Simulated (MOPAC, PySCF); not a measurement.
C₃H₇N, SMILES `C=C(C)N`, neutral singlet in the gas phase. 

Cartesian coordinates (Å):
SMILES: C=C(C)N
```xyz
11

C     -0.7230    -1.0632    -0.8641
C      0.0539    -0.1796    -0.2315
C     -0.4116     1.1955     0.1228
N      1.3804    -0.4209     0.0973
H     -1.7243    -0.7941    -1.1684
H     -0.3707    -2.0580    -1.1124
H     -0.3644     1.3544     1.2058
H     -1.4388     1.3556    -0.1999
H      0.2274     1.9497    -0.3455
H      1.7093     0.0486     0.9259
H      1.6618    -1.3879     0.0689
```
Charge 0, multiplicity 1.

All levels are single points at this geometry (PBE0-D3(BJ)/def2-TZVP); Pople sets use spherical d functions. Orbital energies aren't observables, and empty levels follow the basis.

AM1 in MOPAC gives HOMO (eV) = -8.70.

### Question
Estimate the HOMO (eV) from each of these levels: PBE0-D3(BJ)/def2-TZVP in PySCF; B3LYP/3-21G in PySCF; B3LYP/6-311+G** in PySCF; B3LYP/6-31G* in PySCF; BP86/6-31G* in PySCF; M06-2X/6-31G* in PySCF; PBE/6-31G* in PySCF; HF/3-21G in PySCF; HF/6-31G* in PySCF; PM3 in MOPAC; PM6 in MOPAC; PM7 in MOPAC.

### Answer

| level | HOMO (eV) |
|---|---|
| PBE0-D3(BJ)/def2-TZVP in PySCF | -5.90 |
| B3LYP/3-21G in PySCF | -5.09 |
| B3LYP/6-311+G** in PySCF | -5.75 |
| B3LYP/6-31G* in PySCF | -5.28 |
| BP86/6-31G* in PySCF | -4.41 |
| M06-2X/6-31G* in PySCF | -6.78 |
| PBE/6-31G* in PySCF | -4.30 |
| HF/3-21G in PySCF | -8.20 |
| HF/6-31G* in PySCF | -8.27 |
| PM3 in MOPAC | -8.55 |
| PM6 in MOPAC | -8.67 |
| PM7 in MOPAC | -8.77 |
